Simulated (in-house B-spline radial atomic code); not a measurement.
Results of a calculation; reference values are marked as such.
## He ion on Ti atom: potential, deflection and energy transfer

The pair potential comes from two frozen, spherical free-atom densities (PBE, B-spline radial code, scalar-relativistic past argon): electrostatics plus the change in Thomas-Fermi kinetic and Dirac exchange energy where they overlap, the recipe behind the universal ZBL potential, which averages such potentials (from solid-state densities) over many pairs. It is written V = (Z1 Z2 e²/r) φ(r/a), with e² = 14.3996 eV·Å and a = 0.46850 Å/(Z1^0.23 + Z2^0.23); ZBL's fit is φ = 0.18175 e^(−3.1998x) + 0.50986 e^(−0.94229x) + 0.28022 e^(−0.4029x) + 0.02817 e^(−0.20162x). Where φ falls below 4e-4 it is continued as an exponential.

Masses 4.0 and 47.87 u.

| x = r/a | φ, this pair | φ, ZBL |
| --- | --- | --- |
| 0.1 | 0.8905 | 0.8928 |
| 0.25 | 0.7692 | 0.7647 |
| 0.5 | 0.6233 | 0.6096 |
| 1 | 0.4312 | 0.4164 |
| 1.5 | 0.3214 | 0.2995 |
| 2 | 0.2453 | 0.2218 |
| 3 | 0.1433 | 0.1292 |
| 4 | 0.08747 | 0.08026 |
| 5 | 0.0563 | 0.05224 |
| 6.5 | 0.03008 | 0.02914 |
| 8 | 0.01617 | 0.01705 |
| 10 | 0.007436 | 0.008778 |
| 12 | 0.00381 | 0.00474 |
| 14.5 | 0.001837 | 0.002328 |
| 17 | 0.0008831 | 0.001212 |

Task: At x = 1 the electrostatic, kinetic and exchange parts are 1416.61, 495.26 and -40.73 eV. Find r, V and φ.

Result: a = 0.46850/(1.1728 + 2.0359) = 0.14601 Å, so r = 0.14601 Å. V = 1416.61 + 495.26 + (-40.73) = 1871.14 eV. The bare repulsion is 2 × 22 × 14.3996/0.14601 = 4339.4 eV, so φ = 0.4312, +3.5 % against ZBL's 0.4164. The kinetic (Pauli) term is 26 % of V here.

Task: The ion comes in at 0.4702 keV with impact parameter 0.0730 Å. The scattering integral gives a centre-of-mass angle of 141.8° and a closest approach of 2.252 a. What are the reduced energy, the energy passed on and the laboratory angles?

Result: ε = E a M2/(Z1 Z2 e² (M1 + M2)) = 470.2 × 2.1268e-04 = 0.1. The most that one collision can pass on is γE with γ = 4 M1 M2/(M1 + M2)² = 0.2847. Here T = γE sin²(θ/2) = 0.2847 × 470.2 × 0.8931 = 119.5 eV. The ion turns by arctan(sin θ/(cos θ + M1/M2)) = 138.7° (second quadrant: it bounces back), and the struck atom leaves at (180° − θ)/2 = 19.1°. The closest approach is 0.329 Å. With ZBL the angle would be 139.86° and T = 118.1 eV.
